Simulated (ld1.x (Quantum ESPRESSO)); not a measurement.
samarium, ultrasoft: configuration errors across variants

ld1.x (Quantum ESPRESSO) 7.5 input, shortened:

```
&input
   title='Sm', zed=62., rel=1, dft='PBE', iswitch=3,
   config='[Xe] 4f6 5d0 6s0.5 6p0'
 /
 &inputp
   pseudotype=3, tm=.true., lloc=-1, rcloc=1.45,
   nlcc=.false.,
   which_augfun='PSQ', rmatch_augfun_nc=.true.
 /
8
5S  1  0   2.00   0.00  2.10  2.60  0.0
6S  2  0   0.50   0.00  2.10  2.60  0.0
5P  2  1   6.00   0.00  2.15  2.40  0.0
6P  3  1   0.00   0.00  2.15  2.40  0.0
5D  3  2   0.00   0.00  3.20  4.20  0.0
5D  3  2   0.00   0.15  3.20  4.20  0.0
4F  4  3   6.00   0.00  1.00  1.30  0.0
4F  4  3   0.00   2.05  1.00  1.30  0.0
 &test
   configts(1)='4f6 5s2 5p6 5d0 6s0.5 6p0'
 /
```

All-electron excitation energies from the reference (eV): (1) 4f6 5s2 5p6 5d0 6s2 6p0 -10.810; (2) 4f6 5s2 5p6 5d0 6s1 6p0 -4.863; (3) 4f6 5s2 5p6 5d0 6s0 6p0 6.226; (4) 4f6 5s2 5p6 5d0 6s1 6p1 -8.369.

The overlap operator is not positive definite (basis up to 400 Ry) in “base”, “waves 5s (bound): rcut 2.06, rcutus 2.18 bohr; 6s (bound): rcut 2.06, rcutus 2.18 bohr”, “waves 4f (bound): rcut 1.00, rcutus 1.46 bohr; 4f channel at 2.05 Ry: rcut 1.00, rcutus 1.46 bohr”, “wave 4f channel at 2.05 Ry: rcut 1.00, rcutus 1.30 bohr becomes 4f channel at -0.04 Ry: rcut 1.00, rcutus 1.30 bohr”, “core correction a·sin(br)/r model core inside 1.60 bohr”. Such files are unfit for use, however small their errors in these radial tests.

Tests that are not counted but printed errors over 1 eV. “waves 4f (bound): rcut 1.00, rcutus 1.46 bohr; 4f channel at 2.05 Ry: rcut 1.00, rcutus 1.46 bohr”: 4f5 5s2 5p6 5d0 6s0 6p0 (solver errors, printed error -1522 eV). “wave 4f channel at 2.05 Ry: rcut 1.00, rcutus 1.30 bohr becomes 4f channel at -0.04 Ry: rcut 1.00, rcutus 1.30 bohr”: 4f5 5s2 5p6 5d0 6s0 6p0 (solver errors, printed error -1484 eV); 4f6 5s2 5p5 5d0 6s2 6p0 (solver errors, printed error -1808 eV).

3 further variants failed, have other tests or too few solved ones, and are left out.

Errors AE − PS in meV (a dash: test not solved or not reliable):

| change | (1) | (2) | (3) | (4) | bound ghosts |
| --- | --- | --- | --- | --- | --- |
| base | +1.5 | +1.5 | -1.9 | +3.2 | not determined (overlap not positive) |
| waves 5s (bound): rcut 2.06, rcutus 2.18 bohr; 6s (bound): rcut 2.06, rcutus 2.18 bohr | +5.7 | +2.0 | -1.7 | +2.5 | not determined (overlap not positive) |
| waves 4f (bound): rcut 1.00, rcutus 1.46 bohr; 4f channel at 2.05 Ry: rcut 1.00, rcutus 1.46 bohr | +1.5 | +1.5 | -1.9 | -42 | not determined (overlap not positive) |
| wave 4f channel at 2.05 Ry: rcut 1.00, rcutus 1.30 bohr becomes 4f channel at -0.04 Ry: rcut 1.00, rcutus 1.30 bohr | +1.3 | +1.5 | -1.9 | -60 | not determined (overlap not positive) |
| core correction a·sin(br)/r model core inside 1.60 bohr | +1.3 | +1.5 | -1.9 | +3.2 | not determined (overlap not positive) |
| local potential all-electron potential smoothed inside 2.55 bohr (lloc = -1) | +4.9 | +1.9 | -1.9 | +2.6 | none |

Problem. Give the same row for: local potential all-electron potential smoothed inside 3.12 bohr (lloc = -1).

Solution. +5.3, +1.9, -1.9, +2.1; bound ghosts: none.
